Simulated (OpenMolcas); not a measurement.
## Ne2+: effect of the active space

```yaml
Program: OpenMolcas 26.06
Method: SS-CASPT2 or its RAS form, IPEA 0.25 Eh, imaginary shift 0.1 Eh
Basis: ANO-R3
Scalar_Hamiltonian: X2C, finite nucleus
Spin-orbit_coupling: RASSI with atomic mean-field integrals over the reference wave functions, term energies averaged over their components
```

A. 4 electrons in 3 orbitals (2p); 2S+1 = 3 even, 3 roots; 2S+1 = 1 even, 6 roots; closed shells correlated: 1s 2s; CASPT2 step roughly 0.6 core-seconds
B. 6 electrons in 4 orbitals (2s 2p); 2S+1 = 3 even, 3 roots; 2S+1 = 1 even, 6 roots; 2S+1 = 3 odd, 3 roots; 2S+1 = 1 odd, 3 roots; closed shells correlated: 1s; CASPT2 step of the order of 1.2 core-seconds
C. 4 electrons in 9 orbitals (RAS2 2p; RAS3 3s 3d, at most 1 electron); 2S+1 = 3 even, 3 roots; 2S+1 = 1 even, 6 roots; 2S+1 = 5 odd, 1 root; 2S+1 = 3 odd, 1 root; 2S+1 = 1 odd, 5 roots (0 in the spin-orbit step); closed shells correlated: 1s 2s; CASPT2 step of the order of 2.4 core-seconds

Energies in cm⁻¹ above 2s² 2p⁴ ³P₂, the measured ground level; measured values from Moore, Atomic Energy Levels, vol. I, NSRDS-NBS 35 (1971 reprint of NBS Circular 467, 1949).

```tsv
Level	A	B	C	Measured
2s² 2p⁴ ³P₂	0.0	0.0	0.0	0.0
2s² 2p⁴ ³P₁	600	600	600	650
2s² 2p⁴ ³P₀	885	885	885	927
2s² 2p⁴ ¹D₂	26150	26170	26200	25841
2s² 2p⁴ ¹S₀	58550	55700	61380	55747
```

Deviations, from unrounded energies. A percentage is the sum of absolute deviations over the sum of measured energies, with the sign that they share, or ± where signs differ.

```
                        Against measurement  Levels     A     B     C
             mean absolute deviation (cm-1)       4   800   120  1500
      fine structure of the ground term (%)       2  -5.8  -5.8  -5.8
other terms of the ground configuration (%)       2  +3.8  ±0.5  +7.4
```

B lies closest to measurement on these levels and C furthest from it. The largest miss of B in the table is 2s² 2p⁴ ¹D₂, by +330 cm-1. The ranking rests on the paired levels alone, and a cruder setting can come out closer through cancelling errors.

Among A to C the level of the table that moves most is 2s² 2p⁴ ¹S₀, by 5700 cm-1 (lowest in B, highest in C). Moves below CASPT2's spread within the term are not significant.

Term energies are means over components that CASPT2 splits; among the terms shown or strongly mixed into the levels shown the widest spread is 65 cm-1 (2s² 2p⁴ ¹D, B). Over all roots computed the reference weight is 0.85 to 0.99 in C; the roots of lowest weight are the least certain, and an intruder state may touch them. With the s shell closed, the reference lacks s² → p² mixing (holds for A; C). Measured partners are found by configuration, term and J. A level has none where our copy of the source lacks it or the pairing is in doubt (some pairs that miss far off the trend of their configuration count as doubtful), and it then counts in no deviation. Only configurations of the active space appear. Levels that lie high or do not pair safely by name in every column are left out.
